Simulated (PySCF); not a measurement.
## NMR data sheet: C5H14P2S

```
Formula                               : C5H14P2S
SMILES                                : CC(C)(C)[P@](C)(P)=S
Point group of the computed structure : C1
Carbon signals                        : 3
Proton signals                        : 3
```

Atoms are numbered as in `[CH3:1][C:2]([CH3:3])([CH3:4])[P@:5]([CH3:6])([PH2:7])=[S:8]`; H(Xn) means a hydrogen on atom n.

One computed conformer, one averaged value for each set of equivalent atoms, no solvent, non-relativistic Hamiltonian. σ from GIAO-PBE0/pcSseg-1; geometry from PBE0-D3(BJ)/def2-SVP; PySCF.

Referencing at the same level of theory: ¹H, ¹³C vs TMS; ³¹P against H3PO4; ³³S vs CS2.

| carbon | δC, type | δH (multiplicity) | HMBC from (2–3 bonds) | span of the C tensor (ppm) |
| --- | --- | --- | --- | --- |
| C1/C3/C4 | 25.3, CH3 | 1.13 (m) | H(C1)/H(C3)/H(C4) | 40 |
| C2 | 38.2, C | – | H(P7), H(C6), H(C1)/H(C3)/H(C4) | 24 |
| C6 | 20.4, CH3 | 1.47 (m) | H(P7) | 40 |

Other nuclei:
```json
{"atoms": "H(P7)", "nucleus": "¹H", "environment": "hydrogen on a phosphorus bonded to P", "δ (ppm)": "3.15", "σ (ppm)": "28.12"}
{"atoms": "P5", "nucleus": "³¹P", "environment": "phosphorus bonded to 2 C, P, S", "δ (ppm)": "40.3", "σ (ppm)": "269.9"}
{"atoms": "P7", "nucleus": "³¹P", "environment": "phosphorus bonded to P, 2 H", "δ (ppm)": "-121.9", "σ (ppm)": "432.1"}
{"atoms": "S8", "nucleus": "³³S", "environment": "sulfur bonded to P", "δ (ppm)": "-151", "σ (ppm)": "646.6"}
```

1. δC 38.2: fully substituted sp3 carbon bonded to P.
2. δC 25.3: methyl carbon; saturated and bonded to C and H only.
3. δC 20.4: methyl carbon bonded to P.
4. δH 1.47: hydrogen on a methyl carbon bonded to P.
5. δH 1.13: hydrogen on a methyl carbon.

Splittings by ³¹P in the carbon and heteronuclear signals aren't shown, as no couplings were computed. Shifts are as computed. Against solution values, carbons near 30 ppm lie about +2 ppm off and those near 130 ppm about +5 ppm. Of 1211 compounds with measured shifts, 218 miss one by over three times the rms of a fit or turn the order of signals round; such compounds aren't used in these exercises. Experimental scales use liquid or dissolved standards, which lie at an offset from isolated H3PO4. Multiplicities follow the n + 1 count of equivalent neighbours, as no J values were calculated; m marks all less simple cases, F and P coupling included.
